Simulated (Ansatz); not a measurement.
System: CHCl, net charge 0, singlet state. SMILES: [CH]Cl
Geometry from a B3LYP-D3(BJ)/def2-TZVP (Ansatz, an electronic-structure program) optimisation:
```xyz
3

C     -1.0688     0.5284     0.0463
Cl     0.4789    -0.1654    -0.0143
H     -1.7291    -0.3590    -0.0347
```
Charge 0, spin multiplicity 1.

Property: vertical triplet-singlet gap (E(triplet) - E(singlet); each state is the SCF solution reached for its spin; for the singlet the Hartree-Fock reference is unstable and T1 is 0.021), in eV. Valence correlation only, unless marked. Open shells are spin-unrestricted. No spin-orbit coupling. No relativistic terms. Basis-set limits of correlation are two-point, X^-3; Hartree-Fock from the larger set. The bracket is a focal-point correction in the basis named.

```tsv
level	program	vertical triplet-singlet gap (eV)	minus last row
HF/aug-cc-pV(D+d)Z	Ansatz	-0.24	-0.86
HF/aug-cc-pV(Q+d)Z	Ansatz	-0.26	-0.88
SVWN5/def2-TZVPD	Ansatz	0.47	-0.15
r2SCAN/def2-TZVPD	Ansatz	0.16	-0.46
wB97M-V/def2-TZVPD	Ansatz	0.67	0.05
wB97X-V/def2-TZVPD	Ansatz	0.58	-0.04
MP2/def2-SVPD	Ansatz	0.30	-0.32
RI-MP2/aug-cc-pV(Q+d)Z	Ansatz	0.53	-0.09
RI-MP2/def2-TZVPPD	Ansatz	0.48	-0.14
RI-MP2/CBS(def2-TZVPPD,def2-QZVPPD)	Ansatz	0.55	-0.07
SCS-MP2/aug-cc-pV(D+d)Z	Ansatz	0.58	-0.04
SCS-MP2/aug-cc-pV(T+d)Z	Ansatz	0.69	0.07
CCSD/aug-cc-pV(T+d)Z	Ansatz	0.52	-0.10
CCSD/def2-TZVPPD	Ansatz	0.51	-0.11
CCSD(T)/aug-cc-pV(D+d)Z	Ansatz	0.56	-0.06
CCSD(T)/def2-SVPD	Ansatz	0.45	-0.17
CCSD(T)/def2-QZVPPD	Ansatz	0.60	-0.02
RI-MP2/CBS(aug-cc-pV(T+d)Z,aug-cc-pV(Q+d)Z)+[CCSD(T)-MP2]/aug-cc-pV(T+d)Z	Ansatz	0.65	0.03
RI-MP2/CBS(aug-cc-pV(T+d)Z,aug-cc-pV(Q+d)Z)+[CCSD(T)-MP2]/aug-cc-pV(Q+d)Z	Ansatz	0.63	0.01
CCSD(T)/CBS(def2-TZVPPD,def2-QZVPPD)	Ansatz	0.61	-0.01
CCSD(T)/CBS(aug-cc-pV(T+d)Z,aug-cc-pV(Q+d)Z)	Ansatz	0.62	0.00
```
